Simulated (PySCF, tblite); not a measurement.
A database entry of computed molecular properties. Lists by class give the value and the number of equivalent atoms.

```json
{
 "formula": "C2H9ClO2Si2",
 "smiles": "[SiH3]O[SiH2]OCCCl",
 "charge": 0,
 "multiplicity": 1,
 "geometry_level": "GFN2-xTB",
 "atoms_angstrom": [
  ["Si", -2.06, -1.395, 0.494],
  ["O", -1.734, 0.161, 0.176],
  ["Si", -0.891, 1.54, 0.11],
  ["O", 0.656, 1.311, 0.552],
  ["C", 1.464, 0.197, 0.344],
  ["C", 1.84, 0.059, -1.127],
  ["Cl", 2.913, -1.334, -1.352],
  ["H", -1.621, -1.696, 1.857],
  ["H", -1.314, -2.195, -0.48],
  ["H", -3.505, -1.505, 0.326],
  ["H", -1.364, 2.452, 1.133],
  ["H", -1.013, 1.959, -1.283],
  ["H", 2.366, 0.326, 0.953],
  ["H", 0.943, -0.713, 0.671],
  ["H", 0.947, -0.107, -1.73],
  ["H", 2.366, 0.948, -1.477]
 ],
 "electronic_structure_code": "PySCF",
 "results": {
  "GFN2-xTB geometry": {
   "point_group": "C1",
   "rotational_constants_GHz": [1.993, 0.728, 0.574]
  },
  "PBE0/def2-SVPD ground state and vertical TDDFT (core frozen in the response)": {
   "dipole_D": 1.06,
   "homo_eV": -8.24,
   "lumo_eV": -0.23,
   "S1_eV": 6.88,
   "strongest_line_of_8_singlets_eV": 7.95,
   "T1_tda_eV": 6.59,
   "polarisability_au": 94.1,
   "r2_bohr2_about_centre_of_nuclear_charge": 1887.1,
   "singlets_eV_and_f": [
    [6.88, 0.003],
    [7.19, 0.004],
    [7.37, 0.002],
    [7.39, 0.005],
    [7.47, 0.0],
    [7.72, 0.019],
    [7.77, 0.009],
    [7.95, 0.051]
   ],
   "triplets_tda_eV": [6.59, 6.72, 6.75]
  },
  "PBE0/pcSseg-1 ground state and GIAO shieldings, non-relativistic": {
   "shift_vs_computed_TMS_C_by_class_ppm": [
    [67.3, 1],
    [46.7, 1]
   ],
   "shift_vs_computed_TMS_H_by_class_ppm": [
    [5.26, 3],
    [4.85, 2],
    [4.2, 2],
    [3.62, 2]
   ],
   "shielding_other_nuclei_by_class_ppm": [
    ["O", 276.5, 1],
    ["O", 303.8, 1],
    ["Si", 391.3, 1],
    ["Si", 391.3, 1],
    ["Cl", 903.0, 1]
   ],
   "charges_hirshfeld_e_by_atom": [0.4, -0.3, 0.46, -0.22, 0.0, -0.04, -0.07, -0.08, -0.08, -0.08, -0.08, -0.09, 0.05, 0.03, 0.05, 0.05]
  },
  "GFN2-xTB harmonic vibrations, gas phase": {
   "strongest_ir_bands_cm-1_km_per_mol_modes": [
    [787.4, 298.8, 1],
    [1097.6, 487.7, 1],
    [1150.0, 263.9, 1],
    [2231.2, 344.7, 1],
    [2275.7, 315.3, 1],
    [2373.4, 249.0, 1]
   ],
   "zpe_kcal_per_mol": 66.0
  }
 }
}
```

No computed singlet falls in the visible range (750 to 380 nm, 1.65 to 3.26 eV); S1 lies 3.62 eV above its blue end. The polarisability is 13.95 Å³ as a volume (1 au = 0.148185 Å³), or 1.15 au for each of the 82 electrons. In wavenumbers S1 is 55500 cm⁻¹ (1 eV = 8065.54 cm⁻¹). The vertical singlet–triplet gap S1 − T1 is 0.29 eV (TDDFT singlet less Tamm–Dancoff triplet; S1: HOMO→LUMO, weight 0.88; T1: HOMO→LUMO, weight 0.43, beside HOMO→LUMO+1, weight 0.31). The dipole equals about 3.5 × 10⁻³⁰ C·m (1 D = 3.33564 × 10⁻³⁰ C·m).

 NMR classes are plain means over equivalent atoms (diastereotopic ones count apart unless rotation or inversion swaps them), as if these changed places fast; in this geometry the members of some classes differ.

For the TDDFT job (PBE0/def2-SVPD), hardware: one thread of an Arm Neoverse N1, on a shared host. Cost: 1.7 min wall (with the writing of density and orbital grids), 0.89 GiB resident at most.

The values belong to the conformer `[SiH3:1][O:2][SiH2:3][O:4][CH2:5][CH2:6][Cl:7]`: Si1–O2–Si3–O4 8°, O2–Si3–O4–C5 34°, Si3–O4–C5–C6 71°, O4–C5–C6–Cl7 178°.
